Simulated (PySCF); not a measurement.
C4H5F, SMILES C#C[C@H](C)F. Atoms are numbered in the order given.

```xyz
10

C      2.0871    -0.7260    -0.2829
C      0.9973    -0.2591     0.0120
C     -0.3151     0.2844     0.3790
C     -1.4278    -0.7558     0.2984
F     -0.6368     1.3579    -0.4595
H      3.0524    -1.1343    -0.5487
H     -0.2515     0.6919     1.4156
H     -1.5001    -1.1527    -0.7325
H     -1.2255    -1.5979     0.9886
H     -2.3933    -0.2891     0.5740
```

Geometry: PBE-D3(BJ)/def2-SVP. The structure was generated by enumeration; whether it is a known compound was not checked.

Method: PBE-D3(BJ)/def2-SVP (PySCF).

Frequencies are harmonic and unscaled.

Computed vibrational spectrum:
```csv
mode,ν (cm⁻¹),IR (km/mol),moving atoms (share of kinetic energy)
1,174,1.9,"C 61 %, H 21 %, F 18 %"
2,212,1.3,"H 48 %, C 48 %"
3,261,0.7,"H 67 %, C 23 %, F 9 %"
4,375,2.8,"C 42 %, F 34 %, H 25 %"
5,520,11.6,"C 76 %, H 16 %"
6,558,3.8,"C 64 %, F 21 %, H 14 %"
7,643,39.7,"H 79 %, C 20 %"
8,690,28.6,"H 77 %, C 23 %"
9,804,3.6,"C 57 %, H 35 %, F 8 %"
10,903,23.1,"H 46 %, C 37 %, F 17 %"
11,1031,30.2,"H 47 %, C 46 %"
12,1075,56.2,"C 62 %, H 30 %"
13,1111,40.7,"C 52 %, H 43 %"
14,1285,7.6,"H 76 %, C 23 %"
15,1302,39.5,"H 73 %, C 26 %"
16,1336,15.5,"H 73 %, C 27 %"
17,1403,4.6,H 96 %
18,1416,1.9,H 95 %
19,2167,3.1,"C 91 %, H 9 %"
20,2945,23.0,H 92 %
21,2987,7.2,H 97 %
22,3089,8.3,"H 90 %, C 10 %"
23,3093,7.5,"H 90 %, C 10 %"
24,3406,62.5,"H 86 %, C 14 %"
```
